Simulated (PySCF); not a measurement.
Assigning NMR signals

Geometry (Å), atoms numbered from 1 in this order:
```xyz
22

C    -3.626   -1.045   -0.608
O    -2.273   -1.018   -0.241
C    -1.754    0.289   -0.190
C    -0.305    0.288    0.214
C     0.322    1.597    0.271
N    -0.329    2.647    0.019
C     0.368   -0.833    0.505
Si    2.175   -0.970    1.017
Si    3.594   -0.177   -0.632
H    -4.244   -0.487    0.107
H    -3.929   -2.090   -0.610
H    -3.776   -0.618   -1.608
H    -2.319    0.904    0.529
H    -1.847    0.782   -1.171
H     1.389    1.575    0.545
H     0.198    3.515    0.082
H    -0.196   -1.753    0.422
H     2.387   -2.392    1.321
H     2.345   -0.265    2.298
H     2.875    0.191   -1.856
H     4.620   -1.149   -1.013
H     4.313    1.028   -0.202
```

- NMR shieldings at PBE0/pcSseg-1/GIAO
- geometry from GFN2-xTB
- code: PySCF 2.14.0 with density-fitted response routines
- no solvent model, non-relativistic, a single conformation, rapidly exchanging positions averaged

Shifts are taken against calculated references (same method and geometry level): 13C and 1H vs TMS.

Problem. Assign these signals to the numbered atoms. 13C{1H} NMR (computed): δ 171.0 (CH), 162.7 (C), 139.2 (CH), 77.2 (CH2), 61.1 (CH3).

Solution. 
171.0 → C5, carbon bonded to C, N, H
162.7 → C4, carbon bonded to 3 C
139.2 → C7, carbon bonded to C, Si, H
77.2 → C3, carbon bonded to C, O, 2 H
61.1 → C1, carbon bonded to O, 3 H

Problem. Assign these signals to the numbered atoms. 1H NMR (300 MHz, computed): δ 11.16 (br s, 1H), 8.71 (s, 1H), 7.32 (t, 1H), 4.34 (s, 2H), 4.34 (m, 2H), 3.68 (s, 3H), 3.48 (t, 3H).

Solution. 
11.16 → H16, hydrogen on a nitrogen bonded to C
8.71 → H15, hydrogen on a carbon bonded to C, N
7.32 → H17, hydrogen on a carbon bonded to C, Si
4.34 → H13/H14, hydrogen on a carbon bonded to C, O
4.34 → H18/H19, hydrogen on a silicon bonded to C, Si
3.68 → H10/H11/H12, hydrogen on a carbon bonded to O
3.48 → H20/H21/H22, hydrogen on a silicon bonded to Si

H13/H14 and H18/H19 lie closer than the usual error of such a calculation, so a measured spectrum could show them in the other order.

OH and NH positions are those of a molecule without intermolecular hydrogen bonds; in solution they move with solvent, concentration and temperature, and exchange usually removes their couplings. Shifts are as computed. Against solution values, carbons near 30 ppm lie about +3 ppm off and those near 130 ppm about +5 ppm. Of 1309 compounds with measured shifts, 239 miss one by over three times the rms of a fit or turn the order of signals round; such compounds aren't used in these exercises. No couplings were computed; multiplicities are counted from neighbouring protons, with m where these are inequivalent, close in shift, in a saturated or five-membered ring or joined by F or P, and br s for small geminal =CH2 splittings.
